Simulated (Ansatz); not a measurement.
`C=C=C(Cl)O[SiH3]` + silanol → disiloxane + `C=C=C(O)Cl` at 700 K and 1 bar (ligand exchange at the Si–O bond).

Program: Ansatz. Geometries: PBE0-D4/def2-TZVP. ΔE: electronic, gas phase. CBS: MP2 limit from def2 TZ/QZ plus the TZ coupled-cluster correction, frozen cores. Each species was taken in one conformer, which may not be the lowest.

| species | CCSD(T)/CBS energy (Eh) | H − E (kJ/mol) | S (J/(mol·K)) |
| --- | --- | --- | --- |
| `C=C=C(Cl)O[SiH3]` | -941.14274 | 262.7 | 503.9 |
| `O[SiH3]` | -366.69042 | 144.6 | 321.6 |
| `[SiH3]O[SiH3]` | -657.01000 | 210.5 | 430.8 |
| `C=C=C(O)Cl` | -650.83058 | 198.1 | 408.0 |

H − E and S are ideal-gas, rigid-rotor, harmonic terms from PBE0-D4/def2-TZVP, for one conformer and one mirror image of each species. 1 Eh = 2625.50 kJ/mol, R = 8.31446 J/(mol·K).

Problem. By hand: ΔE, ΔH, ΔS and ΔG.

Solution. ΔE = (-657.01000) + (-650.83058) − (-941.14274) − (-366.69042) = -0.00742 Eh = -19.5 kJ/mol. Δ(H − E) = 210.5 + 198.1 − 262.7 − 144.6 = 1.3, so ΔH = -18.2 kJ/mol. ΔS = 430.8 + 408.0 − 503.9 − 321.6 = 13.3 J/(mol·K). ΔG = -18.2 − 700 × (13.3)/1000 = -27.5 kJ/mol.

Problem. By hand: the equilibrium constant, and the temperature at which ΔG would vanish if ΔH and ΔS stayed fixed.

Solution. log₁₀ K = −ΔG/(RT ln 10) = 2.1. ΔH and −TΔS have one sign here, so there is no such temperature.

TΔS isn't small against ΔH here. A doubt of 5 kJ/mol in ΔE shifts log₁₀ K by 0.4 here. Other conformers and mirror images would add mixing entropy, several J/(mol·K) or more a flexible species. Modes under 60 cm⁻¹, often nearly free rotors, make the harmonic entropy too high. These are equilibria of isolated gas molecules and say nothing of rates. Largest T1 diagnostic: 0.012 (customary marks: 0.02 for closed shells, 0.045 for open ones).
